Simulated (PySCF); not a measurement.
`InChI=1S/C8H8O/c1-7-2-4-8(6-9)5-3-7/h2-6H,1H3`

Geometry:
```tsv
atom	x (Å)	y (Å)	z (Å)
C1	-2.554	0.114	0.085
C2	-1.058	0.016	0.055
C3	-0.424	-1.152	-0.400
C4	0.959	-1.261	-0.401
C5	1.747	-0.196	0.054
C6	3.219	-0.308	0.053
O7	3.833	-1.278	-0.318
C8	1.127	0.973	0.505
C9	-0.260	1.077	0.503
H10	-3.015	-0.490	-0.709
H11	-2.895	1.153	-0.028
H12	-2.947	-0.256	1.047
H13	-1.034	-1.985	-0.760
H14	1.462	-2.165	-0.753
H15	3.752	0.602	0.433
H16	1.741	1.807	0.856
H17	-0.737	1.996	0.854
```

Computed with quadratic response CAM-B3LYP/aug-cc-pVDZ first hyperpolarisability, Taylor convention, gas phase (PySCF 2.14.0). Geometry: PBE0-D3(BJ)/def2-SVP.

(1) What is the first hyperpolarisability, and how does it disperse?

(2) Which lowest excitations, dipole and polarisabilities go with it?

## Answers

(1) In 10⁻³⁰ esu, Taylor convention; the vector part is βᵢ = ⅓ Σⱼ (βᵢⱼⱼ + βⱼᵢⱼ + βⱼⱼᵢ); β∥ is 3/5 of the vector part along the dipole, the dipole points from − to +:
```tsv
process	λ (nm)	β vector norm	β∥	β HRS	depolarisation ratio
static β(0;0,0)	∞	3.78	1.72	1.67	4.12
second harmonic β(−2ω;ω,ω)	1907	4.17	1.93	1.84	4.19
Pockels β(−ω;ω,0)	1907	3.90	1.79	–	–
second harmonic β(−2ω;ω,ω)	1064	5.29	2.52	2.30	4.37
Pockels β(−ω;ω,0)	1064	4.20	1.95	–	–
```

(2) S1 3.90 eV (f = 0.000); S2 4.97 eV (f = 0.012); S3 5.19 eV (f = 0.324); dipole 3.99 D; isotropic α 100.7 au static, 101.1 au at 1907 nm, 102.1 au at 1064 nm, 102.5 au at 953.5 nm, 107.3 au at 532 nm.
